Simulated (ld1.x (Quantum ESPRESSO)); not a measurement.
# An all-electron radial function and its pseudo partner (zinc (Zn))

Columns: radius, all-electron u(r) and pseudo u(r) of the 4p shell (level -1.23 eV) of zinc in the configuration [Ar] 3d10 4s2 4p0; LDA (PZ), scalar-relativistic, PAW scheme, ld1.x (Quantum ESPRESSO) 7.5.

```tsv
r (bohr)	all-electron	pseudo
0.120	0.0983	0.0032
0.240	0.0045	0.0128
0.360	-0.1128	0.0282
0.480	-0.1641	0.0490
0.600	-0.1546	0.0744
0.720	-0.1089	0.1033
0.840	-0.0462	0.1350
0.960	0.0216	0.1682
1.080	0.0881	0.2022
1.200	0.1502	0.2360
1.320	0.2064	0.2689
1.440	0.2565	0.3004
1.560	0.3004	0.3299
1.680	0.3386	0.3573
1.800	0.3714	0.3824
1.920	0.3994	0.4051
2.040	0.4229	0.4254
2.160	0.4425	0.4433
2.280	0.4586	0.4587
2.400	0.4714	0.4714
2.520	0.4814	0.4814
2.640	0.4888	0.4888
2.760	0.4939	0.4939
2.880	0.4970	0.4970
3.000	0.4983	0.4983
3.120	0.4979	0.4979
```

**Question.** How many radial nodes do the two functions have?

**Answer.** The all-electron 4p function has n − l − 1 = 2; the pseudo-wave has 0, since the states of the same l below it are removed with the core.

**Question.** At about which radius was the pseudo-wave matched?

**Answer.** 2.40 bohr, where the columns begin to agree (steps of 0.12 bohr).

**Question.** Where does each function peak?

**Answer.** Outermost all-electron maximum near 3.00 bohr, pseudo maximum near 3.00 bohr (to the table’s step).

**Question.** Is the pseudo-wave norm-conserving?

**Answer.** No, it belongs to a PAW set: the norm inside the radius is not constrained, and the difference is carried by the augmentation charge.
